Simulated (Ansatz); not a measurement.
Reactions of C8H18, SMILES `CCCCCCCC`.

Program: Ansatz. Geometries: PBE0-D4/def2-TZVP. ΔE: electronic, gas phase. CCSD(T)/CBS is the MP2 limit (def2-TZVPP, def2-QZVPP) plus CCSD(T) − MP2 in def2-TZVPP, frozen cores. This one scheme is used for every species. Elements past krypton have def2 core potentials. For In outer-core shells are correlated without core-valence functions, which leaves a few kJ/mol of doubt a bond. Each species was taken in one conformer, which may not be the lowest.

```tsv
reaction	CCSD(T)/CBS(def2) (kJ/mol)
`CCCCCCCC` + H₂O → `CCCO` + `CCCCC`	49
`CCCCCCCC` + `[OH][Al]([OH])[Cl]` → `C[O][Al]([OH])[Cl]` + `CCCCCCC`	61
`CCCCCCCC` + `CCCC#N` → `CCCCCCCCCC#N` + ethane	17
`CCCCCCCC` + acetylene → `C#CCCCCC` + propane	-23
`CCCCCCCC` + `CCCO` → `CCCCCCCCO` + propane	?
`CCCCCCCC` + `OC(S)S` → `CSC(O)S` + `CCCCCCC`	?
`CCCCCCCC` + silanol → `CCCO[SiH3]` + `CCCCC`	43
`CCCCCCCC` + `[NH2][Al]([OH])[F]` → `C[NH][Al]([OH])[F]` + `CCCCCCC`	41
`CCCCCCCC` + `[OH][InH][Cl]` → `CC[O][InH][Cl]` + `CCCCCC`	?
```

(1) Fill in the missing values. (Best estimate.)

Largest T1 diagnostic: 0.015, for `[OH][InH][Cl]`.

Answers

(1) Computed: `CCCCCCCC` + `CCCO` → `CCCCCCCCO` + propane: +1.5 kJ/mol; `CCCCCCCC` + `OC(S)S` → `CSC(O)S` + `CCCCCCC`: +3.3 kJ/mol; `CCCCCCCC` + `[OH][InH][Cl]` → `CC[O][InH][Cl]` + `CCCCCC`: +47.3 kJ/mol.
